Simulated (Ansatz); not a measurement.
Basis-set extrapolation for `[SiH3]C#CS` (PBE0-D4/def2-TZVP geometry, frozen core, Ansatz 0.2.0). Multiplicity 1, RHF reference.

```csv
,def2-TZVPP,def2-QZVPP
HF,-764.520925,-764.544240
MP2 correlation,-0.599939,-0.643667
CCSD(T) correlation,-0.672202,not run
```

Energies in hartree. Use E(X) = E(∞) + A·exp(−7.88·√X) for Hartree–Fock and E(X) = E(∞) + B·X^(−2.97) for correlation, with X = 3 and 4, and add CCSD(T) minus MP2 of the smaller set to the MP2 limit.

Q: What is the CCSD(T) energy at the basis-set limit?

A: HF limit: -764.544240 + (-0.023315) × 0.13774 = -764.54745. MP2 limit: -0.643667 + (-0.043728) × 0.74074 = -0.67606. Higher-order term: -0.672202 − (-0.599939) = -0.07226. Total: -765.29577 hartree, 269.5 kJ/mol below CCSD(T)/def2-TZVPP.
